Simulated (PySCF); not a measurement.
Compound: C₂H₈OSi₂.
Atom-mapped SMILES: `[SiH3:1][O:2][SiH:3]1[CH2:4][CH2:5]1` (hydrogens: H6, H7, H8 on Si1; H9 on Si3; H10, H11 on C4; H12, H13 on C5)

Cartesian coordinates in Å at the PBE0-D3(BJ)/def2-SVP level; atoms count from 1:
```
atom  x, y, z in Å
Si1    2.2710    0.7650    0.0091
O2     1.3115   -0.5808   -0.1385
Si3   -0.2449   -1.1201   -0.2728
C4    -1.5458   -0.1025   -1.0869
C5    -1.6483   -0.1901    0.4726
H6     1.7537    1.6542    1.0932
H7     2.2926    1.5272   -1.2751
H8     3.6505    0.3165    0.3461
H9    -0.2505   -2.5954   -0.3571
H10   -1.2947    0.8855   -1.4920
H11   -2.3544   -0.5777   -1.6547
H12   -2.5190   -0.7206    0.8751
H13   -1.4548    0.7434    1.0150
```

Jobs on this species (13 atoms, 56 electrons) with PySCF (density fitting). Hardware of each: an x86-64 server with one thread (shared host). The host was shared with other jobs, so the times are rough.

```tsv
level and settings	work	basis functions	SCF cycles	wall time
PBE0-D3(BJ)/def2-SVP, grid level 1	geometry optimisation from a GFN2-xTB start	118	?	?
B3LYP/6-31G*	spin–spin couplings from 12 perturbed nuclei, spin–dipole term for 2 of them	94	13	11 s
B3LYP/cc-pVTZ	spin–spin couplings from 12 perturbed nuclei, spin–dipole term for 2 of them	270	13	48 s
B3LYP/def2-TZVP	spin–spin couplings from 12 perturbed nuclei, spin–dipole term for 2 of them	215	13	33 s
```

Problem. Fill in the missing figures.

Solution. 
- PBE0-D3(BJ)/def2-SVP, grid level 1; geometry optimisation from a GFN2-xTB start: 46 s, 62 SCF cycles

Problem. What do all jobs in the table cost together?

Solution. About 2.3 min; the longest takes about 35 % of that, and about 4.4 times as long as the shortest.
